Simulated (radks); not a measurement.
Problem. All-electron atom: Cs1.5+ in [Kr] 4d10 5s2 5p(up 3, down 2.5) (fractional occupations, a model configuration). Method: scalar-relativistic Kohn-Sham, r2SCAN, spin-polarised, spherical densities, finite nucleus; meta-GGA in the generalised Kohn-Sham scheme; Fermi nuclear charge, rms radius 4.8041 fm; computed with a radial shooting solver on a logarithmic mesh with Libxc functionals. Some entries of the table are withheld. Estimate them.

orbital  occ.  eigenvalue (eV)  r(max) (bohr)  <1/r> (bohr^-1)
1s up       1        -35870.11        0.01678            59.39
1s down     1        -35870.07        0.01678            59.39
2s up       1        -5653.869        0.09483            13.66
2s down     1        -5653.863        0.09483            13.66
2p up       3        -5069.783        0.07620            13.00
2p down     3        -5069.759        0.07620            13.00
3s up       1        -1191.128         0.2721            4.933
3s down     1        -1191.110         0.2721            4.933
3p up       3        -1001.997         0.2663            4.676
3p down     3        -1001.971         0.2663            4.676
3d up       5        -724.7475         0.2207            4.423
3d down     5        -724.7202         0.2207            4.423
4s up       1        -236.3016         0.6428            2.011
4s down     1        -236.2427         0.6429            2.011
4p up       3        -175.4894         0.6729            1.851
4p down     3        -175.4356         0.6730            1.851
4d up       5         -86.6700         0.7203            1.582
4d down     5         -86.5943         0.7204            1.583
5s up       1         -38.2095            (1)           0.7547
5s down     1         -37.7256            (2)           0.7549
5p up       3         -24.2690          1.763           0.6389
5p down   2.5         -23.8011          1.762           0.6377

Solution. 
(1) 5s up r(max) (bohr): 1.545
(2) 5s down r(max) (bohr): 1.544
